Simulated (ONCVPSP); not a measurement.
## Sn (Z = 50): one change to an ONCV potential, before and after

Sn, optimised norm-conserving Vanderbilt (ONCV), made with ONCVPSP 4.0.1 (BLYP, scalar-relativistic). Core [Kr] 4d10, reference 5s1.5 5p2.5. Waves: 5s: rc 1.60 bohr, ncon 3, nbas 8, qcut 4 1/bohr, 2 projectors, debl 0.8 Ha; 5p: rc 2.80 bohr, ncon 4, nbas 7, qcut 2.7 1/bohr, 2 projectors, debl 1.7 Ha; d scattering state at 0.17 Ha: rc 2.95 bohr, ncon 3, nbas 6, qcut 3.9 1/bohr, 3 projectors, debl 3.8 Ha. Local part: polynomial inside 1.20 bohr (lpopt 5, dvloc0 1 Ha). Core correction: Teter function fitted to the true core (icmod 2), fcfact 0.7.

Change: functional LDA (Perdew-Zunger).

Cutoffs: the cutoffs (Ha) at which the residual kinetic energy of the hardest occupied pseudo-wave falls to 1 and 0.1 mHa per electron; they do not see the model core or the augmentation charge, which bear on the density cutoff. Errors are all-electron minus pseudo energies relative to the spin-unpolarised reference configuration.

Task: How do hardness, ghosts and transferability respond?

Result: The potential gets neither clearly harder nor softer (19 Ha and 81 Ha → 19 Ha and 81 Ha); both files keep a bound ghost (s); of the 4 tests that both files solve, the error grows in 0 and shrinks in 1 by more than 15 % and 0.3 meV (median size 8.5 → 9.5 meV).

| quantity | base | changed |
| --- | --- | --- |
| cutoff, loose | 19 Ha | 19 Ha |
| cutoff, tight | 81 Ha | 81 Ha |
| loose cutoff by channel | s 19 Ha, p 3.2 Ha | s 19 Ha, p 3.2 Ha |
| bound ghosts | s | s |
| GHOST(+) flags under 300 eV | p at 30.8 eV, d at 230.6 eV | p at 32.2 eV, d at 231.3 eV |
| error for 5s2 5p2, meV [ΔE -3.48 → -3.50 eV] | +0.3 | 0.0 |
| error for 5s2 5p1, meV [ΔE 3.33 → 3.59 eV] | +2.9 | +3.1 |
| error for 5s2 5p0, meV [ΔE 17.31 → 17.86 eV] | -28 | -22 |
| error for 5s1 5p2, meV [ΔE 10.99 → 11.33 eV] | -14 | -16 |
| s: phases at 1.63 bohr within 0.05 rad from the reference energy up to (Ha; the scan ends near 5) | to the end of the scan | to the end of the scan |
| p: phases at 2.84 bohr within 0.05 rad from the reference energy up to (Ha; the scan ends near 5) | 1.1 | 1.2 |
| d: phases at 3.00 bohr within 0.05 rad from the reference energy up to (Ha; the scan ends near 5) | 2.0 | 2.0 |
| rms error of d²Exc/dni dnj with the model core, mHa | 1.51 | 1.12 |

 A true bound ghost makes a file unfit for plane-wave use even where its test errors are small: the radial tests pick states by their node count and pass the ghost by.
